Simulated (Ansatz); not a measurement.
Reactions of `F[CH]([SiH3])[AlH][SiH3]`.

Program: Ansatz. Geometries: PBE0-D4/def2-TZVP. ΔE: electronic, gas phase. CBS: MP2 limit from def2 TZ/QZ plus the TZ coupled-cluster correction, frozen cores. This one scheme is used for every species, atoms too. DFT in def2-TZVPP. Open shells (•) are unrestricted, without spin–orbit coupling. Spin–orbit coupling would lower the free atoms: a little for Al, C, F, Si. One conformer a species, not always the lowest.

```
                                                                                    reaction  ωB97M-V (kcal/mol)
          `F[CH]([SiH3])[AlH][SiH3]` + `CS[SiH2]O` → `O[SiH2]SC[SiH3]` + `F[CH2][AlH][SiH3]`                 1.4
          `F[CH]([SiH3])[AlH][SiH3]` + `OCS[SiH3]` → `[SiH3]OCS[SiH3]` + `F[CH2][AlH][SiH3]`               -21.1
                                     `F[CH]([SiH3])[AlH][SiH3]` → `F[CH2][Al]([SiH3])[SiH3]`                -2.5
                                       `F[CH]([SiH3])[AlH][SiH3]` → `C[SiH2][Al]([F])[SiH3]`               -72.4
                                   `F[CH]([SiH3])[AlH][SiH3]` → Al• + C• + F• + 8 H• + 2 Si•               939.3
`F[CH]([SiH3])[AlH][SiH3]` + `O=C[SiH](O)Cl` → `O=C[SiH](Cl)O[SiH3]` + `F[CH]([AlH2])[SiH3]`               -23.5
```

Task: Give the CCSD(T)/CBS values in the same order. (An estimate is asked.)

Result: The calculation gave: 1.0, -21.4, -4.1, -76.2, 939.6, -22.6 kcal/mol.

Largest T1 diagnostic: 0.018, for Al•.
